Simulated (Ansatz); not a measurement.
`O[SiH2][AlH2]` + `OC=S` → `O[SiH2]OC=S` + `[AlH3]`  (cleavage of the Si–Al bond)

Program: Ansatz. Geometries: PBE0-D4/def2-TZVP. ΔE: electronic, gas phase. CBS: MP2 limit from def2 TZ/QZ plus the TZ coupled-cluster correction, frozen cores. This one scheme is used for every species. DFT in def2-TZVPP. HSE06 is defined as in plane-wave codes. Each species was taken in one conformer, which may not be the lowest.

```
        species  HSE06-D4 energy (Eh)
`O[SiH2][AlH2]`            -609.87985
         `OC=S`            -512.48879
  `O[SiH2]OC=S`            -878.33098
       `[AlH3]`            -244.07319
```

(1) Work out ΔE.

Largest T1 diagnostic among the species: 0.018.

Answers

(1) ΔE = (-878.33098) + (-244.07319) − (-609.87985) − (-512.48879) = -0.03553 Eh = -22.3 kcal/mol. CCSD(T)/CBS gives -26.8 kcal/mol.

The D4 term adds −1.0 kcal/mol with B3LYP and −0.6 kcal/mol with PBE0; it sums over pairs of atoms, weighted by their polarisabilities, and B3LYP, whose exchange is more repulsive, gets the larger term. From r2SCAN to r2SCAN0 (25 % exact exchange), in def2-TZVPP and without D4, ΔE moves by −0.8 kcal/mol. Leaving LDA and LC-ωPBE aside and taking each functional with its dispersion term where it has one, the values, not all of them listed here, spread over 8.4 kcal/mol, from BHLYP-D4 to PBE-D4. LDA lies −1.9 kcal/mol from PBE without D4.

B3LYP here is the variant with VWN-RPA as its local correlation; programs differ in this.
